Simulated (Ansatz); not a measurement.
Ansatz (a first-principles code) input (B3LYP/def2-TZVPD):

Ansatz 0.2 input:
```yaml
crystal:
  periodic: [false, false, false]
  atoms:
    - {symbol: C, position_ang: [2.16792702, 0.13777960, -0.77548091]}
    - {symbol: O, position_ang: [0.79119494, 0.47145293, -0.90063043]}
    - {symbol: Si, position_ang: [-0.37710062, -0.01200645, 0.12350313]}
    - {symbol: O, position_ang: [-0.72483125, -1.61154460, 0.08441754]}
    - {symbol: O, position_ang: [0.16249300, 0.30617905, 1.63410122]}
    - {symbol: O, position_ang: [-1.74112323, 0.77852792, -0.31191188]}
    - {symbol: H, position_ang: [2.71740113, 0.69339862, -1.53474700]}
    - {symbol: H, position_ang: [2.54798787, 0.40756265, 0.21209324]}
    - {symbol: H, position_ang: [2.32502103, -0.93184723, -0.93735017]}
    - {symbol: H, position_ang: [-1.31471159, -1.91279430, -0.61113591]}
    - {symbol: H, position_ang: [-0.26046765, -0.15697428, 2.36101028]}
    - {symbol: H, position_ang: [-1.64525197, 1.68514503, -0.61384059]}
basis:
  gaussian:
    orbitals: def2-TZVPD
hamiltonian:
  xc: {name: B3LYP}
magnetization: {spin_polarized: true, initial_magnetization: 2}
```

Output:

```
Functional definition: B3LYP
integrals: 0.29 GiB planned
1505 factors; their error is unknown
0.46 GiB of the device are held for the grids
1.96 GiB of device memory are held for the factors and their scratch space
mean field: 2.30 GiB planned
mean field evaluation 1: about -17186.9389 eV, gradient 7.2e1 eV
mean field evaluation 2: about -17145.7706 eV, gradient 1.2e2 eV
mean field evaluation 4: about -17200.9894 eV, gradient 2.7e1 eV
mean field evaluation 8: about -17204.2297 eV, gradient 8.4e-1 eV
mean field evaluation 16: about -17204.2400 eV, gradient 1.8e-1 eV
mean field evaluation 32: about -17204.2480 eV, gradient 6.4e-4 eV
mean field evaluation 64: about -17204.0979 eV, gradient 5.5e0 eV
mean field -17204.24803540 eV, -632.2444538430 hartree, gradient 9.8e-6 eV, S^2 2.006080; 9 other end points of the search recorded, 0 dependent functions left out
reference -17204.24832063 eV, -632.2444643247 hartree; 30, 28 occupied and 264, 266 virtual orbitals, 1505 factors
Total energy: -17204.24832063 eV, -632.2444643247 hartree
```

This state (charge 0, triplet) is run at the relaxed geometry of the species with charge 0 and multiplicity 1, and is a spin state other than that species' own.
